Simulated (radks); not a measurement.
Results of a calculation; reference values are marked as such.
Q: Radial electron density D(r) = 4 pi r^2 rho(r) of an atom or ion with 44 electrons. Code: a radial shooting solver on a logarithmic mesh with Libxc functionals. Model: scalar-relativistic Kohn-Sham, r2SCAN, spin-polarised, spherical densities, finite nucleus; meta-GGA in the generalised Kohn-Sham scheme; Fermi nuclear charge, rms radius of each element as measured or else 0.836 A^(1/3) + 0.57 fm.

```
   r/bohr * D(r) (the largest magnitude, 80.2, reaches the edge; | marks zero)
 0.001319 | *
 0.001511 | *
 0.001717 |  *
 0.001952 |  *
 0.002218 |   *
 0.002521 |    *
 0.002888 |     *
 0.003283 |      *
 0.003731 |        *
  0.00424 |          *
 0.004819 |            *
 0.005477 |              *
 0.006275 |                 *
 0.007132 |                    *
 0.008106 |                        *
 0.009213 |                           *
  0.01047 |                               *
    0.012 |                                  *
  0.01363 |                                     *
   0.0155 |                                        *
  0.01761 |                                         *
  0.02002 |                                          *
  0.02293 |                                          *
  0.02607 |                                         *
  0.02963 |                                       *
  0.03367 |                                      *
  0.03827 |                                    *
  0.04384 |                                     *
  0.04983 |                                      *
  0.05664 |                                         *
  0.06437 |                                              *
  0.07316 |                                                  *
  0.08315 |                                                     *
  0.09526 |                                                      *
   0.1083 |                                                    *
   0.1231 |                                               *
   0.1399 |                                          *
    0.159 |                                      *
   0.1821 |                                     *
    0.207 |                                       *
   0.2352 |                                          *
   0.2674 |                                            *
   0.3039 |                                          *
   0.3482 |                                    *
   0.3957 |                            *
   0.4497 |                   *
   0.5111 |              *
   0.5809 |            *
   0.6656 |            *
   0.7564 |             *
   0.8597 |             *
   0.9771 |            *
    1.111 |         *
    1.262 |      *
    1.446 |   *
    1.644 | *
    1.868 |*
    2.123 *
    2.413 *
    2.765 *
    3.142 *
    3.571 *
```

What is the nuclear charge?

A: Z = 49. The innermost maximum, from 1s, lies near gamma/Z bohr with gamma = sqrt(1 - (Z/c)^2) = 0.934, here 0.0191 bohr (found: 0.0208), and its height grows with Z. The density is that of the indium ion In5+ in [Ar] 3d10 4s1 4p6 4d9; the configuration itself is not fixed sharply by these data, and Z only to a few units. D(r) has 4 maxima, at r = 0.0208, 0.0923, 0.272, 0.806 bohr, and minima at 0.0411, 0.178, 0.600 bohr, inside which lie 2.01, 11.17, 29.03 electrons.
